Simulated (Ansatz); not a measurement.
In(PF3)H3 (InPH3F3). The state is a singlet with charge 0. Geometry r2SCAN-D4/def2-SVP, basis def2-TZVP, Ansatz.

```tsv
run	HOMO (eV)	LUMO (eV)
A	-8.18	-1.19
B	-7.72	-1.57
C	-8.38	-1.07
D	-8.01	-1.41
E	-9.32	-0.19
F	-6.99	-2.10
```

In the def2 sets In takes a core potential; there is no spin–orbit coupling. B3LYP takes the VWN-RPA correlation.

Question: The runs used B3LYP, BHLYP, PBE, PBE0, r2SCAN0, r2SCANh. Estimate which is which.

Answer: A PBE0 (25 % exact exchange); B r2SCANh (10 % exact exchange); C r2SCAN0 (25 % exact exchange); D B3LYP (20 % exact exchange); E BHLYP (50 % exact exchange); F PBE (0 % exact exchange). Exact exchange lowers occupied and raises empty levels; among semilocal functionals meta-GGAs tend to open the gap a little, and such runs are hard to tell apart. The gap grows from 4.90 eV (PBE) to 9.12 eV (BHLYP).
